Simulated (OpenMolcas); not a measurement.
I5+: effect of the active space

* Program: OpenMolcas 26.06
* Method: SS-CASPT2 or its RAS form, IPEA 0.25 Eh, imaginary shift 0.1 Eh
* Basis: ANO-R2
* Scalar Hamiltonian: X2C, finite nucleus
* Spin-orbit coupling: RASSI with atomic mean-field integrals over the reference wave functions, term energies averaged over their components

A. 2 electrons in 4 orbitals (5s 5p); 2S+1 = 3 even, 3 roots; 2S+1 = 1 even, 7 roots; 2S+1 = 3 odd, 3 roots; 2S+1 = 1 odd, 3 roots; closed shells correlated: 4d; CASPT2 step of the order of 3 core-seconds
B. 2 electrons in 8 orbitals (5s 5p 6s 6p); 2S+1 = 3 even, 3 roots; 2S+1 = 1 even, 7 roots; 2S+1 = 3 odd, 3 roots; 2S+1 = 1 odd, 3 roots; closed shells correlated: 4d; CASPT2 step about 5 core-seconds
C. 2 electrons in 9 orbitals (RAS2 5s 5p; RAS3 5d, at most 2 electrons); 2S+1 = 3 even, 3 roots; 2S+1 = 1 even, 7 roots; 2S+1 = 3 odd, 3 roots; 2S+1 = 1 odd, 3 roots; closed shells correlated: 4d; CASPT2 step about 7 core-seconds

Energies in eV above 5s2 1S0, the measured ground level; measured values from the list in Rauch et al., Astron. Astrophys. 606, A105 (2017).

```json
{"Level": "5s2 1S0", "A": "0.0000", "B": "0.0000", "C": "0.0000", "Measured": "0.0000"}
{"Level": "5s 5p 3P* 0", "A": "10.610", "B": "10.583", "C": "10.675", "Measured": "10.6212"}
{"Level": "5s 5p 3P* 1", "A": "11.016", "B": "10.987", "C": "11.079", "Measured": "11.0670"}
{"Level": "5s 5p 3P* 2", "A": "12.148", "B": "12.121", "C": "12.208", "Measured": "12.3594"}
{"Level": "5s 5p 1P* 1", "A": "15.442", "B": "15.395", "C": "15.531", "Measured": "15.7985"}
{"Level": "5p2 3P0", "A": "24.766", "B": "24.747", "C": "24.837", "Measured": "24.8074"}
{"Level": "5p2 3P1", "A": "25.661", "B": "25.627", "C": "25.716", "Measured": "25.8475"}
{"Level": "5p2 1D2 [55 %]", "A": "25.877", "B": "25.768", "C": "25.915", "Measured": ""}
```

Deviations, from unrounded energies. A percentage is the sum of absolute deviations over the sum of measured energies, with the sign that they share, or ± where signs differ.

```
           Against measurement  Levels     A     B     C
mean absolute deviation (cm-1)       6  1200  1400   870
      other configurations (%)       6  -0.9  -1.0  ±0.6
```

C lies closest to measurement on these levels and B furthest from it. The largest miss of C in the table is 5s 5p 1P* 1, by -2200 cm-1. The ranking rests on the paired levels alone, and a cruder setting can come out closer through cancelling errors.

Among A to C the level of the table that moves most is 5p2 1D2 [55 %], by 1200 cm-1 (lowest in B, highest in C). Moves below CASPT2's spread within the term are not significant.

CASPT2 does not keep the components of a term degenerate, so their means are used; among the terms shown or strongly mixed into the levels shown the widest spread is 31 cm-1 (5p2 1D, B). Over all roots computed the reference weight is 0.90 to 0.95 in A, 0.88 to 0.95 in B; the roots of lowest weight are the least certain, and an intruder state may touch them. The ¹D term of p² mixes with s d, which this space lacks (holds for A; B). Active for correlation alone: 6p 6s; no level in the range computed is led by a configuration that fills them, so any true level of that kind is missing (holds for B). Active for correlation alone: 5d; no level in the range computed is led by a configuration that fills it, so any true level of that kind is missing (holds for C). Some terms mix strongly with configurations of 5d, whose occupation reaches 0.21 (5p2 1D) (holds for C). Computed and measured levels are paired by configuration, term and J; levels that our copy of the source lacks, or whose pairing is in doubt (as where it misses far off the trend of its configuration), stay unpaired and out of the deviations. Levels of configurations outside the active space are missing. Levels that lie high or do not pair safely by name in every column are left out.

A share in square brackets marks a mixed level and gives the weight of the term that names it, the lowest over the columns. * marks odd parity.
